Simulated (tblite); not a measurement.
Species: C₈H₉N.
SMILES with atom numbers: `[CH2:1]=[CH:2]/[CH:3]=[C:4](/[C:5]#[N:6])[C:7](=[CH2:8])[CH3:9]` (hydrogens: H10, H11 on C1; H12 on C2; H13 on C3; H14, H15 on C8; H16, H17, H18 on C9)

Computed with GFN2-xTB (tblite), gas phase: Langevin dynamics at 400 K from the optimised GFN2-xTB geometry, time step 0.5 fs, friction 0.01 fs⁻¹, 2000 steps.

Start geometry:
```
atom  x, y, z in Å
C1      1.722   -1.961   -1.904
C2      1.013   -1.039   -1.255
C3      0.883   -1.023    0.176
C4      0.081   -0.192    0.881
C5      0.146   -0.237    2.293
N6      0.194   -0.272    3.439
C7     -0.874    0.779    0.317
C8     -1.726    0.435   -0.641
C9     -0.840    2.147    0.929
H10     2.217   -2.764   -1.381
H11     1.823   -1.952   -2.975
H12     0.513   -0.251   -1.801
H13     1.513   -1.715    0.723
H14    -1.768   -0.565   -1.037
H15    -2.432    1.143   -1.042
H16     0.141    2.601    0.785
H17    -1.595    2.788    0.480
H18    -1.019    2.083    2.002
```

The statistics below take the 31 frames saved every 25 fs from 250 to 1000 fs; their kinetic temperature (all 3N coordinates) averages 457 K.

**Question.** How do the bond lengths spread?

**Answer.** 
```json
{"bond": "C1=C2", "start (Å)": "1.332", "mean (Å)": "1.326", "standard deviation (Å)": "0.021", "shortest (Å)": "1.290", "longest (Å)": "1.372"}
{"bond": "C2–C3", "start (Å)": "1.437", "mean (Å)": "1.436", "standard deviation (Å)": "0.036", "shortest (Å)": "1.351", "longest (Å)": "1.489"}
{"bond": "C3=C4", "start (Å)": "1.353", "mean (Å)": "1.360", "standard deviation (Å)": "0.021", "shortest (Å)": "1.313", "longest (Å)": "1.411"}
{"bond": "C4–C5", "start (Å)": "1.413", "mean (Å)": "1.423", "standard deviation (Å)": "0.029", "shortest (Å)": "1.363", "longest (Å)": "1.477"}
{"bond": "C5≡N6", "start (Å)": "1.148", "mean (Å)": "1.151", "standard deviation (Å)": "0.024", "shortest (Å)": "1.111", "longest (Å)": "1.200"}
{"bond": "C4–C7", "start (Å)": "1.475", "mean (Å)": "1.493", "standard deviation (Å)": "0.035", "shortest (Å)": "1.434", "longest (Å)": "1.567"}
{"bond": "C7=C8", "start (Å)": "1.328", "mean (Å)": "1.333", "standard deviation (Å)": "0.028", "shortest (Å)": "1.282", "longest (Å)": "1.395"}
{"bond": "C7–C9", "start (Å)": "1.499", "mean (Å)": "1.500", "standard deviation (Å)": "0.034", "shortest (Å)": "1.427", "longest (Å)": "1.554"}
{"bond": "C1–H10", "start (Å)": "1.078", "mean (Å)": "1.086", "standard deviation (Å)": "0.040", "shortest (Å)": "1.017", "longest (Å)": "1.176"}
{"bond": "C1–H11", "start (Å)": "1.076", "mean (Å)": "1.079", "standard deviation (Å)": "0.036", "shortest (Å)": "1.002", "longest (Å)": "1.139"}
{"bond": "C2–H12", "start (Å)": "1.082", "mean (Å)": "1.085", "standard deviation (Å)": "0.039", "shortest (Å)": "1.015", "longest (Å)": "1.164"}
{"bond": "C3–H13", "start (Å)": "1.084", "mean (Å)": "1.098", "standard deviation (Å)": "0.059", "shortest (Å)": "0.967", "longest (Å)": "1.210"}
{"bond": "C8–H14", "start (Å)": "1.077", "mean (Å)": "1.086", "standard deviation (Å)": "0.048", "shortest (Å)": "1.010", "longest (Å)": "1.168"}
{"bond": "C8–H15", "start (Å)": "1.077", "mean (Å)": "1.082", "standard deviation (Å)": "0.026", "shortest (Å)": "1.012", "longest (Å)": "1.136"}
{"bond": "C9–H16", "start (Å)": "1.090", "mean (Å)": "1.091", "standard deviation (Å)": "0.024", "shortest (Å)": "1.043", "longest (Å)": "1.141"}
{"bond": "C9–H17", "start (Å)": "1.087", "mean (Å)": "1.090", "standard deviation (Å)": "0.024", "shortest (Å)": "1.048", "longest (Å)": "1.139"}
{"bond": "C9–H18", "start (Å)": "1.090", "mean (Å)": "1.100", "standard deviation (Å)": "0.045", "shortest (Å)": "1.007", "longest (Å)": "1.196"}
```

**Question.** How far does each atom move about its mean position (frames aligned on the start, all atoms weighted alike), and what rms force does it feel?

**Answer.** 
| atom | rms displacement (Å) | rms force (eV/Å) |
| --- | --- | --- |
| C1 | 0.17 | 2.42 |
| C2 | 0.17 | 2.30 |
| C3 | 0.18 | 2.60 |
| C4 | 0.18 | 1.89 |
| C5 | 0.18 | 3.17 |
| N6 | 0.32 | 2.90 |
| C7 | 0.12 | 2.55 |
| C8 | 0.20 | 2.47 |
| C9 | 0.14 | 2.14 |
| H10 | 0.37 | 1.35 |
| H11 | 0.31 | 1.31 |
| H12 | 0.37 | 1.40 |
| H13 | 0.26 | 1.92 |
| H14 | 0.33 | 1.63 |
| H15 | 0.31 | 1.05 |
| H16 | 1.02 | 0.86 |
| H17 | 0.96 | 0.96 |
| H18 | 1.00 | 1.48 |

The displacements run from 0.12 to 1.02 Å, the largest at H16.

**Question.** Follow the torsions C1–C2–C3–C4 and C3–C4–C7–C8 through every second one of these frames.

**Answer.** 
```csv
t (fs),C1–C2–C3–C4 (°),C3–C4–C7–C8 (°)
250,159,45
300,159,42
350,-179,52
400,-156,41
450,-173,40
500,-154,60
550,-162,47
600,-158,61
650,-161,70
700,166,61
750,172,69
800,-165,68
850,-158,60
900,-179,62
950,-173,74
1000,-170,75
```

Largest departure from the start value over all these frames: C1–C2–C3–C4 37° (start -174°), C3–C4–C7–C8 27° (start 48°).

The run is classical and short, so these are rough statistics of one trajectory.

The cost below is that of the whole dynamics run. Hardware: Arm Neoverse N1, one thread, no GPU, on a shared host. Cost: 22 s of wall time, 0.18 GiB resident at most.
